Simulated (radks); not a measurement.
Q: Species: Al II. Configuration: [Ne] 3s1 3p1 (not the ground configuration). Method: scalar-relativistic Kohn-Sham, PBEsol, spin-polarised, spherical densities, finite nucleus; open shells are filled with parallel spins first; Fermi nuclear charge, rms radius 3.061 fm; computed with a radial shooting solver on a logarithmic mesh with Libxc functionals. Some entries of the table are withheld. Estimate them.

| orbital | occ. | eigenvalue (Ry) | <1/r> (bohr^-1) |
|---|---|---|---|
| 1s up | 1 | -111.5564 | 12.62 |
| 1s down | 1 | -111.5422 | 12.62 |
| 2s up | 1 | -8.65144 | (1) |
| 2s down | 1 | -8.63106 | (2) |
| 2p up | 3 | -5.83685 | 2.209 |
| 2p down | 3 | -5.81346 | 2.212 |
| 3s up | 1 | -1.20554 | 0.5753 |
| 3p up | 1 | (3) | 0.4764 |

A: 
(1) 2s up <1/r> (bohr^-1): 2.337
(2) 2s down <1/r> (bohr^-1): 2.338
(3) 3p up eigenvalue (Ry): -0.76731
